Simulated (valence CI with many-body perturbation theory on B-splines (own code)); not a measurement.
**A CI+MBPT run for Sr XVI**

Computed by relativistic CI+MBPT: five valence electrons over a frozen Dirac-Fock core [Ar], radial functions for each j: 6 s, 6 p, 5 d, 5 f, 1 g, with the one-electron correlation potential Σ1 (screened to all orders), the two-electron term Σ2, the three-electron term Σ3, Breit, model QED; selected single and double excitations, second order for the rest, scaled by the run's own slope (own B-spline code, finite nucleus).

Command, and the settings that its task file holds:

```sh
python run_cv.py task.json out
```

```
atom Sr  Z=38  mass_number=88  rms_radius_fm=4.2240
core [Ar]
valence 3d5
avg = 1
basis = S
breit = 1
cap = 20000
capref = 1200
cscale = 1
de = 0.0
dress = 0
eps = 2e-08
extrap = 1
h = 0.27
hh = 1
l2 = 3
lcore = 6
maxit = 60
n2 = 5
natural = 1
nlev = 30
nno = [3, 3, 3, 3, 1]
nroot = 26
nsp = [3, 3, 2, 2, 0]
pt2 = 1
qed = 1
rpa = 1
s1 = 1
s2 = 1
s3 = 1
screen = 1
tol = 2e-05
whole = 1
```

It took 48 s on 1 thread of Arm Neoverse V1, with other jobs on the host.

Log. The first blocks belong to the next ion, which gives the ionisation energy. Fields: 2J, parity (1 odd), roots, reference size, generating configurations, candidates as configurations/state functions, variational space P, stored matrix elements, Davidson steps; e2 is the range of second-order energies in hartree. The first line gives the box (bohr), its intervals, the orbitals and the steps of their self-consistent field. Window is the range of levels sought, series limit the energy at which the first omitted orbital would enter, core excitation an estimate of the first excitation out of the core, left out the lowest levels not solved, and shifts from estimates the range by which levels moved from their first estimate, all in cm⁻¹.

```
rmax 7.2 intervals 61 orbitals 40 references ['3d5', '3d4 4s', '3d4 4p'] scf 6 t 1.0
2J=0 par=0 roots 2 ref 17 generators 4 cand 978/1782 P 991/1799 nnz 0 it 6
2J=0 par=0 roots 2 ref 17 generators 8 cand 554/1607 P 1545/3406 nnz 1.4e+06 it 5
   second order: generators 17 cand 4250/10017 e2 -0.00003 -0.00002
2J=2 par=0 roots 2 ref 36 generators 4 cand 373/1961 P 388/1997 nnz 0 it 4
2J=2 par=0 roots 2 ref 36 generators 9 cand 928/4717 P 1316/6714 nnz 7.1e+06 it 5
   second order: generators 19 cand 4114/27822 e2 -0.00005 -0.00003
2J=4 par=0 roots 2 ref 51 generators 4 cand 232/1944 P 248/1995 nnz 0 it 10
2J=4 par=0 roots 2 ref 51 generators 10 cand 1047/6944 P 1295/8939 nnz 1.3e+07 it 8
   second order: generators 18 cand 4167/40085 e2 -0.00005 -0.00004
reference levels 556, estimated 37, window 200250 1/cm; series limit 3219496, core excitation 903398
2J=5 par=0 roots 10 ref 81 generators 5 cand 75/1240 P 258/3818 nnz 3.5e+06 it 10
2J=5 par=0 roots 10 ref 81 generators 5 cand 1283/14560 P 1541/18378 nnz 6.7e+07 it 8
   second order: generators 17 cand 8994/277445 e2 -0.00017 -0.00005
2J=7 par=0 roots 7 ref 72 generators 3 cand 78/1539 P 254/3970 nnz 3.8e+06 it 10
2J=7 par=0 roots 7 ref 72 generators 3 cand 1220/14415 P 1474/18385 nnz 6.8e+07 it 8
   second order: generators 16 cand 11607/431719 e2 -0.00015 -0.00007
2J=11 par=0 roots 3 ref 35 generators 3 cand 101/1291 P 336/3805 nnz 3.5e+06 it 5
2J=11 par=0 roots 3 ref 35 generators 3 cand 978/8636 P 1314/12441 nnz 3.3e+07 it 8
   second order: generators 11 cand 8877/310398 e2 -0.00010 -0.00006
2J=9 par=0 roots 5 ref 56 generators 3 cand 103/1549 P 295/3991 nnz 3.9e+06 it 5
2J=9 par=0 roots 5 ref 56 generators 3 cand 1109/11990 P 1404/15981 nnz 5.3e+07 it 7
   second order: generators 14 cand 9410/348269 e2 -0.00014 -0.00007
2J=3 par=0 roots 6 ref 67 generators 3 cand 125/1545 P 338/3918 nnz 3.5e+06 it 5
2J=3 par=0 roots 6 ref 67 generators 3 cand 1200/10845 P 1538/14763 nnz 4.2e+07 it 8
   second order: generators 18 cand 10588/263668 e2 -0.00018 -0.00008
2J=1 par=0 roots 4 ref 39 generators 3 cand 269/1474 P 660/4000 nnz 3.4e+06 it 5
2J=1 par=0 roots 4 ref 39 generators 3 cand 835/4335 P 1495/8335 nnz 1.3e+07 it 8
   second order: generators 13 cand 7573/101607 e2 -0.00016 -0.00007
2J=13 par=0 roots 1 ref 18 generators 1 cand 139/1392 P 427/3949 nnz 3.8e+06 it 4
2J=13 par=0 roots 1 ref 18 generators 1 cand 704/4430 P 1131/8379 nnz 1.6e+07 it 4
   second order: generators 3 cand 3475/79488 e2 -0.00005 -0.00005
left out: unestimated 1777197, estimated 289433, shifts from estimates -247 to 0
operators 1.3
```

The Davidson iterations converged.

No measured levels were compared; by estimate terms of the open shell hold to 2 to 4 % of their energy, and close levels can change places. Only levels of the ground parity were solved; by the run's estimate the other parity begins above the list, which can be wrong where configurations are misplaced.

```
Valence energy                            : -122.6236 hartree
Ionisation energy                         : 561.25 eV (NIST: 562 ± 3 eV (theoretical))
Reference configurations for the orbitals : 3d5, 3d4 4s, 3d4 4p
Radial orbitals                           : 40
Box radius                                : 7.163 bohr
Largest variational space                 : 18385
Lowest levels                             : 3d⁵ ⁶S_5/2 0.0, 3d⁵ ⁴G_5/2 79333, 3d⁵ ⁴G_7/2 82627, 3d⁵ ⁴G_11/2 82677, 3d⁵ ⁴G_9/2 83929, 3d⁵ ⁴P_5/2 86042, 3d⁵ ⁴P_3/2 88683, 3d⁵ ⁴P_1/2 92872, 3d⁵ ⁴D_7/2 100310, 3d⁵ ⁴D_1/2 106300, 3d⁵ ⁴D_5/2 106910, 3d⁵ ⁴D_3/2 108610, 3d⁵ ²I_11/2 118430, 3d⁵ ²I_13/2 122360 cm⁻¹
```

Names give the largest LS component (configuration and term), which can be under half, so a name can repeat, a term be missing and a line seem to break the LS rules; names also repeat where a configuration has a term twice.
